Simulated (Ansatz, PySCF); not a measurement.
H4HfO4, SMILES [OH][Hf]([OH])([OH])[OH], multiplicity 1. Atoms are numbered in the order given.

```xyz
9

Hf     0.0000     0.0000     0.0000
O      1.3485     0.8321    -1.1203
H      2.0131     1.2413    -1.6720
O     -0.8322     1.3485     1.1203
H     -1.2414     2.0131     1.6720
O     -1.3485    -0.8321    -1.1203
H     -2.0131    -1.2413    -1.6720
O      0.8322    -1.3485     1.1203
H      1.2414    -2.0131     1.6720
```
Charge 0, spin multiplicity 1.

The structure is a stationary point at B3LYP-D3(BJ)/def2-SVP. The spin state was assumed, not searched. The isomer is the one that the SMILES or the coordinates give; other isomers of the formula were not compared. The def2 effective core potentials stand for the cores of Hf; spin–orbit coupling is left out. The values are those of a single conformer.

Two levels are set side by side: PBE-D3(BJ)/def2-SVP (Ansatz, a first-principles code) and B3LYP-D3(BJ)/def2-SVP (Ansatz). Each level has its own optimised geometry; the coordinates shown are those of the second. Frequencies come from the Hessian of PySCF at each geometry. Differences are taken from unrounded values.

```tsv
quantity	B3LYP-D3(BJ)
mean bond length (Å)	1.448
bond Hf1–O2 (Å)	1.941
bond Hf1–O4 (Å)	1.941
bond Hf1–O6 (Å)	1.941
bond Hf1–O8 (Å)	1.941
bond O2–H3 (Å)	0.956
bond O4–H5 (Å)	0.956
bond O6–H7 (Å)	0.956
bond O8–H9 (Å)	0.956
highest harmonic wavenumber (cm⁻¹)	4009
mean harmonic wavenumber (cm⁻¹)	1020
zero-point energy (kcal/mol)	30.63
```

### Question
What does PBE-D3(BJ) give, and how far is it from B3LYP-D3(BJ)? (Estimate from the structure and the level; the computed values follow.)

### Answer

```csv
quantity,PBE-D3(BJ),PBE-D3(BJ) minus B3LYP-D3(BJ)
mean bond length (Å),1.452,0.004
bond Hf1–O2 (Å),1.942,0.001
bond Hf1–O4 (Å),1.942,0.001
bond Hf1–O6 (Å),1.942,0.001
bond Hf1–O8 (Å),1.942,0.001
bond O2–H3 (Å),0.963,0.007
bond O4–H5 (Å),0.963,0.007
bond O6–H7 (Å),0.963,0.007
bond O8–H9 (Å),0.963,0.007
highest harmonic wavenumber (cm⁻¹),3917,-92
mean harmonic wavenumber (cm⁻¹),975,-46
zero-point energy (kcal/mol),29.26,-1.37
```
